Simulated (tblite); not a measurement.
Record of a relaxation.

Species: C3H3ClFSi (doublet state).
Atom-mapped SMILES: `[F:1][C:2]1[C:3]([SiH3:4])=[C:5]1[Cl:6]` (hydrogens: H7, H8, H9 on Si4)
Bond orders are those of one Lewis drawing.

Computed with GFN2-xTB (tblite), gas phase: L-BFGS steps from a force-field or distance-geometry start until the largest atomic force falls under 0.01 eV/Å. 14 of its 43 geometries are shown.

Step 0: E = -510.2830 eV, largest atomic force 4.693 eV/Å
```
atom  x, y, z in Å  |  force x, y, z in eV/Å
F1      1.303    1.652    0.870    0.015   0.933   0.402
C2      1.281    1.143   -0.384    1.552   1.483  -0.175
C3      0.327    0.158   -0.702   -1.604   0.795  -1.982
Si4    -1.268   -0.229   -0.098   -4.375  -1.250   1.149
C5      1.560   -0.255   -0.551    2.893  -1.363   1.216
Cl6     2.095   -1.387    0.569    0.816  -0.908  -0.283
H7     -1.292   -0.319    1.388    0.232   0.082  -0.369
H8     -1.729   -1.536   -0.620    0.242   0.203   0.046
H9     -2.262    0.780   -0.496    0.230   0.026  -0.003
```

Step 3: E = -510.8319 eV, largest atomic force 1.086 eV/Å
```
atom  x, y, z in Å  |  force x, y, z in eV/Å
F1      1.303    1.699    0.877    0.074   0.501  -0.324
C2      1.337    1.159   -0.392    0.276   0.163   0.216
C3      0.313    0.175   -0.753   -0.433  -0.122   0.160
Si4    -1.393   -0.265   -0.069    0.443   0.161  -0.318
C5      1.587   -0.252   -0.503   -0.500  -0.200   0.943
Cl6     2.141   -1.440    0.557    0.505  -0.359  -0.533
H7     -1.282   -0.317    1.382    0.049  -0.001   0.129
H8     -1.727   -1.547   -0.625   -0.129  -0.447  -0.170
H9     -2.267    0.794   -0.501   -0.285   0.304  -0.103
```

Step 6: E = -511.1791 eV, largest atomic force 0.831 eV/Å
```
atom  x, y, z in Å  |  force x, y, z in eV/Å
F1      1.329    1.861    0.812    0.181   0.451  -0.158
C2      1.397    1.144   -0.349   -0.570  -0.581   0.167
C3      0.285    0.185   -0.741    0.388   0.015   0.550
Si4    -1.428   -0.269   -0.108   -0.145   0.003  -0.058
C5      1.487   -0.270   -0.286    0.078  -0.094   0.049
Cl6     2.281   -1.557    0.438   -0.031   0.105  -0.334
H7     -1.270   -0.315    1.381   -0.179  -0.014  -0.512
H8     -1.747   -1.621   -0.653    0.063   0.556   0.185
H9     -2.319    0.847   -0.519    0.213  -0.442   0.112
```

Step 10: E = -511.3080 eV, largest atomic force 0.357 eV/Å
```
atom  x, y, z in Å  |  force x, y, z in eV/Å
F1      1.367    1.992    0.745    0.072   0.043  -0.026
C2      1.377    1.105   -0.288    0.132   0.164  -0.027
C3      0.281    0.164   -0.661   -0.129  -0.196   0.181
Si4    -1.449   -0.267   -0.132    0.048   0.028   0.075
C5      1.464   -0.297   -0.176    0.310   0.124  -0.126
Cl6     2.348   -1.605    0.335    0.062  -0.107  -0.011
H7     -1.297   -0.318    1.319   -0.210  -0.038   0.203
H8     -1.753   -1.588   -0.648   -0.107  -0.099  -0.136
H9     -2.324    0.820   -0.519   -0.177   0.080  -0.134
```

Step 13: E = -511.3484 eV, largest atomic force 0.652 eV/Å
```
atom  x, y, z in Å  |  force x, y, z in eV/Å
F1      1.395    2.034    0.723    0.099  -0.103  -0.012
C2      1.385    1.117   -0.280   -0.240  -0.115  -0.258
C3      0.284    0.123   -0.595    0.492   0.359   0.232
Si4    -1.468   -0.267   -0.118    0.040   0.000  -0.075
C5      1.518   -0.280   -0.182   -0.139  -0.177   0.081
Cl6     2.373   -1.631    0.305    0.095   0.150  -0.078
H7     -1.352   -0.326    1.331   -0.209  -0.027   0.285
H8     -1.772   -1.577   -0.667   -0.107  -0.090  -0.100
H9     -2.349    0.812   -0.541   -0.031   0.003  -0.074
```

Step 16: E = -511.3896 eV, largest atomic force 0.342 eV/Å
```
atom  x, y, z in Å  |  force x, y, z in eV/Å
F1      1.440    2.073    0.688    0.063  -0.215  -0.007
C2      1.381    1.127   -0.295    0.259   0.029  -0.165
C3      0.310    0.113   -0.486   -0.317   0.088   0.095
Si4    -1.477   -0.266   -0.111   -0.080  -0.073   0.137
C5      1.562   -0.285   -0.166   -0.204   0.058   0.069
Cl6     2.424   -1.646    0.254    0.198   0.109  -0.008
H7     -1.444   -0.339    1.366   -0.178  -0.005  -0.182
H8     -1.806   -1.571   -0.700    0.047   0.152   0.034
H9     -2.377    0.799   -0.576    0.212  -0.144   0.027
```

Step 19: E = -511.4315 eV, largest atomic force 0.371 eV/Å
```
atom  x, y, z in Å  |  force x, y, z in eV/Å
F1      1.503    2.078    0.646    0.194  -0.023  -0.074
C2      1.402    1.127   -0.334    0.037  -0.057   0.216
C3      0.305    0.130   -0.357   -0.279  -0.202  -0.138
Si4    -1.494   -0.276   -0.086   -0.036  -0.006   0.113
C5      1.564   -0.290   -0.133    0.039   0.043  -0.096
Cl6     2.506   -1.631    0.195   -0.006   0.222   0.008
H7     -1.569   -0.354    1.377   -0.121  -0.044   0.001
H8     -1.832   -1.543   -0.728    0.112  -0.055   0.005
H9     -2.370    0.765   -0.606    0.059   0.123  -0.036
```

Step 23: E = -511.4673 eV, largest atomic force 0.376 eV/Å
```
atom  x, y, z in Å  |  force x, y, z in eV/Å
F1      1.605    2.079    0.611    0.058  -0.022  -0.013
C2      1.399    1.109   -0.323   -0.352   0.007  -0.015
C3      0.272    0.103   -0.306    0.306   0.215  -0.038
Si4    -1.527   -0.286   -0.049   -0.053   0.017  -0.114
C5      1.554   -0.287   -0.142   -0.005  -0.163   0.026
Cl6     2.573   -1.569    0.162    0.027  -0.022   0.002
H7     -1.699   -0.378    1.400   -0.086  -0.032   0.042
H8     -1.818   -1.538   -0.744    0.057  -0.067   0.062
H9     -2.345    0.773   -0.635    0.046   0.067   0.048
```

Step 26: E = -511.4749 eV, largest atomic force 0.111 eV/Å
```
atom  x, y, z in Å  |  force x, y, z in eV/Å
F1      1.633    2.074    0.602   -0.026   0.006   0.024
C2      1.382    1.109   -0.326    0.045   0.026  -0.061
C3      0.271    0.109   -0.291   -0.064  -0.070   0.057
Si4    -1.533   -0.287   -0.046    0.017   0.006   0.008
C5      1.551   -0.295   -0.142   -0.006   0.082  -0.036
Cl6     2.593   -1.556    0.154   -0.004  -0.059   0.003
H7     -1.739   -0.386    1.405   -0.040  -0.015  -0.093
H8     -1.811   -1.541   -0.743    0.055  -0.040   0.062
H9     -2.334    0.780   -0.639    0.023   0.065   0.036
```

Step 29: E = -511.4787 eV, largest atomic force 0.094 eV/Å
```
atom  x, y, z in Å  |  force x, y, z in eV/Å
F1      1.642    2.067    0.602   -0.049   0.018  -0.031
C2      1.372    1.114   -0.337    0.086  -0.014   0.036
C3      0.271    0.105   -0.274   -0.010  -0.005   0.011
Si4    -1.534   -0.286   -0.045   -0.008  -0.001  -0.027
C5      1.555   -0.290   -0.155    0.024  -0.038   0.003
Cl6     2.597   -1.556    0.153   -0.061   0.047  -0.040
H7     -1.768   -0.394    1.395   -0.031  -0.008   0.028
H8     -1.797   -1.548   -0.731    0.031  -0.037   0.013
H9     -2.323    0.792   -0.633    0.018   0.040   0.007
```

Step 32: E = -511.4806 eV, largest atomic force 0.066 eV/Å
```
atom  x, y, z in Å  |  force x, y, z in eV/Å
F1      1.644    2.074    0.594   -0.028  -0.008  -0.018
C2      1.375    1.111   -0.334   -0.023  -0.015   0.010
C3      0.269    0.103   -0.264    0.030   0.057  -0.015
Si4    -1.539   -0.286   -0.049    0.016  -0.003   0.026
C5      1.554   -0.291   -0.152    0.012  -0.009   0.020
Cl6     2.599   -1.554    0.142   -0.013  -0.017  -0.019
H7     -1.790   -0.399    1.390   -0.021   0.002   0.014
H8     -1.784   -1.559   -0.723    0.008   0.005  -0.009
H9     -2.315    0.807   -0.630    0.021  -0.012  -0.008
```

Step 36: E = -511.4813 eV, largest atomic force 0.051 eV/Å
```
atom  x, y, z in Å  |  force x, y, z in eV/Å
F1      1.640    2.080    0.587    0.005   0.022   0.017
C2      1.377    1.111   -0.334    0.014   0.021  -0.012
C3      0.272    0.107   -0.255   -0.023  -0.045  -0.008
Si4    -1.536   -0.286   -0.044   -0.002  -0.002   0.001
C5      1.556   -0.292   -0.145   -0.016   0.010  -0.009
Cl6     2.599   -1.560    0.130   -0.010  -0.012  -0.001
H7     -1.804   -0.401    1.391   -0.005   0.001   0.017
H8     -1.781   -1.558   -0.723    0.018   0.012   0.001
H9     -2.309    0.805   -0.632    0.019  -0.008  -0.006
```

Step 39: E = -511.4816 eV, largest atomic force 0.014 eV/Å
```
atom  x, y, z in Å  |  force x, y, z in eV/Å
F1      1.639    2.082    0.586    0.000   0.003   0.006
C2      1.375    1.112   -0.334   -0.001   0.002  -0.003
C3      0.272    0.105   -0.256   -0.008   0.010   0.006
Si4    -1.535   -0.287   -0.040   -0.008  -0.003  -0.006
C5      1.556   -0.290   -0.147    0.001  -0.008  -0.004
Cl6     2.595   -1.562    0.127    0.000  -0.004  -0.001
H7     -1.813   -0.402    1.393    0.006   0.004   0.009
H8     -1.774   -1.557   -0.722    0.006  -0.004  -0.001
H9     -2.301    0.806   -0.633    0.004   0.000  -0.005
```

Step 42: E = -511.4817 eV, largest atomic force 0.008 eV/Å
```
atom  x, y, z in Å  |  force x, y, z in eV/Å
F1      1.637    2.081    0.588    0.002  -0.003  -0.001
C2      1.376    1.112   -0.334   -0.004  -0.001   0.005
C3      0.271    0.106   -0.258    0.003   0.001   0.007
Si4    -1.535   -0.287   -0.041    0.001   0.000   0.004
C5      1.555   -0.291   -0.148   -0.005   0.003  -0.003
Cl6     2.593   -1.563    0.129   -0.004   0.000  -0.003
H7     -1.809   -0.401    1.394    0.004   0.003  -0.003
H8     -1.773   -1.558   -0.722    0.003  -0.003   0.000
H9     -2.301    0.806   -0.633   -0.002  -0.001  -0.006
```

Task: Summarise the path.

Result: The energy falls by 27.64 kcal/mol from step 0 to step 42; nine tenths of that is first reached at step 14. It falls at every step. The largest force goes from 4.693 to 0.008 eV/Å. Among the bonds C3–Si4 changes most, from 1.749 to 1.861 Å; the atoms move by 0.423 Å rms after alignment.

Task: Follow the three bonds and two angles with the largest change from start to end.

Result: 
| step | E above end (kcal/mol) | largest force (eV/Å) | C3–Si4 (Å) | C2–C3 (Å) | C3=C5 (Å) | C3–C5–Cl6 (°) | C2–C5–Cl6 (°) |
| --- | --- | --- | --- | --- | --- | --- | --- |
| 0 | 27.64 | 4.693 | 1.749 | 1.408 | 1.309 | 126.1 | 129.9 |
| 2 | 16.64 | 0.961 | 1.876 | 1.444 | 1.366 | 128.4 | 132.8 |
| 4 | 11.71 | 1.223 | 1.917 | 1.521 | 1.366 | 135.6 | 139.6 |
| 5 | 10.15 | 0.986 | 1.913 | 1.530 | 1.365 | 138.5 | 141.5 |
| 7 | 5.81 | 0.595 | 1.865 | 1.498 | 1.361 | 147.1 | 145.5 |
| 9 | 4.30 | 0.512 | 1.860 | 1.483 | 1.359 | 148.2 | 146.8 |
| 11 | 3.77 | 0.386 | 1.858 | 1.501 | 1.360 | 146.0 | 147.9 |
| 13 | 3.07 | 0.652 | 1.857 | 1.516 | 1.362 | 142.3 | 150.6 |
| 15 | 2.41 | 0.313 | 1.863 | 1.500 | 1.355 | 140.8 | 153.1 |
| 16 | 2.12 | 0.342 | 1.865 | 1.487 | 1.352 | 141.2 | 153.6 |
| 18 | 1.40 | 0.483 | 1.867 | 1.476 | 1.348 | 143.2 | 153.0 |
| 20 | 1.01 | 0.235 | 1.859 | 1.489 | 1.348 | 144.1 | 151.2 |
| 22 | 0.55 | 0.374 | 1.856 | 1.508 | 1.349 | 144.6 | 149.3 |
| 24 | 0.22 | 0.196 | 1.861 | 1.505 | 1.349 | 146.7 | 147.3 |
| 26 | 0.16 | 0.111 | 1.864 | 1.495 | 1.350 | 147.2 | 147.6 |
| 27 | 0.13 | 0.128 | 1.863 | 1.493 | 1.349 | 147.1 | 147.8 |
| 29 | 0.07 | 0.094 | 1.862 | 1.495 | 1.348 | 146.4 | 148.2 |
| 31 | 0.04 | 0.083 | 1.861 | 1.499 | 1.348 | 146.3 | 148.0 |
| 33 | 0.02 | 0.039 | 1.862 | 1.498 | 1.349 | 146.6 | 147.9 |
| 35 | 0.01 | 0.040 | 1.862 | 1.495 | 1.349 | 146.7 | 148.0 |
| 37 | 0.00 | 0.039 | 1.861 | 1.495 | 1.349 | 146.4 | 148.3 |
| 38 | 0.00 | 0.018 | 1.861 | 1.496 | 1.348 | 146.3 | 148.4 |
| 40 | 0.00 | 0.015 | 1.861 | 1.496 | 1.348 | 146.3 | 148.4 |
| 42 | 0.00 | 0.008 | 1.861 | 1.496 | 1.348 | 146.3 | 148.4 |

The cost below is that of the whole relaxation. Time: 0.19 s of wall time. Hardware: an Arm Neoverse V2 with one thread, no GPU (shared host).
